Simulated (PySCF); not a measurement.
**Structure from NMR data**

An unknown has the formula C$_{8}$H$_{13}$OP. Its calculated NMR data are:

1H NMR (600 MHz, computed): δ 6.80 (m, 2H), 6.49 (m, 2H), 6.11 (m, 2H), 2.60 (m, 2H), 2.38 (m, 1H), 2.19 (m, 1H), 2.01 (m, 1H), 1.87 (m, 2H).

13C{1H} NMR (computed): δ 142.0, 140.4, 34.2, 19.1, 18.6.

- geometry: GFN2-xTB
- σ from GIAO-PBE0/pcSseg-1
- code: PySCF 2.14
- fast rotation and ring inversion assumed for equivalent nuclei, non-relativistic, a single conformation, gas phase

Shifts are taken against calculated references (same method and geometry level): 1H, 13C vs TMS.

**Question.** Which of these isomers gave the spectra?
A. C#C[P@]1(=O)CC[C@@H](C)CC1
B. C#C[P@@](=O)(C=C)C(C)(C)C
C. C=CP(=O)(C=C)C1CCC1
D. C=C[C@@H]1C[P@@](=O)(C=C)[C@@H]1C
E. CCc1coc(C(C)C)p1

**Answer.** C. 

5 carbon signals for 8 carbons: some carbons are equivalent by symmetry or fast rotation. Carbon types of the structure: 3 × CH, 5 × CH2, which accounts for all hydrogens. δC 142.0: terminal =CH2 carbon; an sp2 carbon of a C=C bond. δC 140.4: alkene CH; an sp2 carbon of a C=C bond. δC 19.1, 18.6: sp3 CH2 in a ring; saturated and bonded to C and H only. δH 6.80, 6.49: hydrogen on a terminal =CH2 carbon; olefinic region. δH 6.11: hydrogen on an alkene CH; attached to an sp2 carbon and in the plane of the double bond.

The others: CCc1coc(C(C)C)p1 would give 7 carbon signals, not 5; C#C[P@@](=O)(C=C)C(C)(C)C would give 6 carbon signals, not 5; C#C[P@]1(=O)CC[C@@H](C)CC1 would give 6 carbon signals, not 5; C=C[C@@H]1C[P@@](=O)(C=C)[C@@H]1C would give 8 carbon signals, not 5.

Splittings by 31P in the carbon and heteronuclear signals aren't shown, as no couplings were computed. Shifts are as computed. Against solution values, carbons near 30 ppm lie about +3 ppm off and those near 130 ppm about +5 ppm. Of 1211 compounds with measured shifts, 218 miss one by over three times the rms of a fit or turn the order of signals round; such compounds aren't used in these exercises. No couplings were computed; multiplicities are counted from neighbouring protons, with m where these are inequivalent, close in shift, in a saturated or five-membered ring or joined by F or P, and br s for small geminal =CH2 splittings.
